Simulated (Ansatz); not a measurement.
Energy needed to pull apart CH3FSn (SMILES [CH3][Sn][F]), singlet, into free ground-state atoms, from the structure below (displaced at random from its PBE0-D4/def2-TZVP minimum); no zero-point or spin–orbit terms; open-shell atoms are treated unrestricted, in their ground-state multiplicity.

```
6
angstrom
C -0.4536 0.4045 -0.3840
Sn 0.3496 -0.5316 1.6898
F 1.6343 -1.5543 0.5503
H -0.4706 -0.2377 -1.1637
H 0.5368 0.9193 -0.8207
H -1.2209 0.9270 0.1367
```

Computed with Ansatz 0.2.0 (basis: def2-TZVPP); correlated methods freeze the cores. Filled d shells of the heavier atoms are correlated. Core potentials replace the inner electrons of the atoms past krypton. The def2 sets are not built for correlating such inner shells, so the correlated values are less sure here.

```csv
method,atomization energy (eV)
PBE-D4,?
r2SCAN-D4,19.85
PBE0-D4,19.68
wB97M-V,?
HF,13.62
MP2,19.52
CCSD,18.89
CCSD(T),19.27
```

Problem. What does PBE-D4 give? (An estimate is asked for; the value comes from the calculation.)

Solution. The calculation gives: 20.37 eV, which is about 1.11 eV more than CCSD(T)/def2-TZVPP.

Problem. What does wB97M-V give? (Judge from chemistry; the value comes from the calculation.)

Solution. The calculation gives: 19.76 eV, which is about 0.49 eV more than CCSD(T)/def2-TZVPP.

In triple zeta the MP2 and coupled-cluster atomization energies are still short of their basis limit by a few kcal/mol a bond, whereas those of the functionals are nearly converged, so these differences are not deviations from converged CCSD(T).

The T1 diagnostic stays at or below 0.017.

For scale, one of the runs: CCSD(T)/def2-TZVPP forces, 154 basis functions (an equivalent command: `ansatz run in.yaml --threads 2`). Time: 3.7 min of wall clock on 2 CPU threads; the host was shared. Peak host memory: 2.1 GiB.
